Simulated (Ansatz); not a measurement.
Mulliken charges of C$_{2}$H$_{5}$ClSi, SMILES `Cl[SiH]1CC1` from PBE/def2-TZVPP in Ansatz (PBE0-D4/def2-TZVP geometry).

| atom | x (Å) | y (Å) | z (Å) | charge (e) |
| --- | --- | --- | --- | --- |
| Cl1 | -0.760 | -0.522 | -2.559 | -0.216 |
| Si2 | -0.357 | 0.507 | -0.840 | 0.349 |
| C3 | 0.955 | -0.094 | 0.283 | -0.220 |
| C4 | -0.509 | -0.341 | 0.774 | -0.220 |
| H5 | -0.656 | 1.940 | -1.006 | -0.054 |
| H6 | 1.516 | -0.984 | 0.017 | 0.093 |
| H7 | 1.544 | 0.613 | 0.860 | 0.088 |
| H8 | -0.823 | -1.379 | 0.802 | 0.093 |
| H9 | -0.822 | 0.214 | 1.652 | 0.088 |

**Question.** By hand: the dipole of these point charges (1 e Å = 4.8032 D).

**Answer.** Σ q r = (0.105, 0.134, 0.379) e Å, of length 0.415 e Å = 1.99 D.

**Question.** How does the dipole of the full density compare? (Best estimate.)

**Answer.** Computed: (0.065, 0.082, 0.236) e Å, 1.24 D; the point charges give 1.60 times that, at 0° from its direction.

Point charges leave out the atoms' own dipoles, such as those of lone pairs, and Mulliken's split depends on the basis, so the two needn't agree.
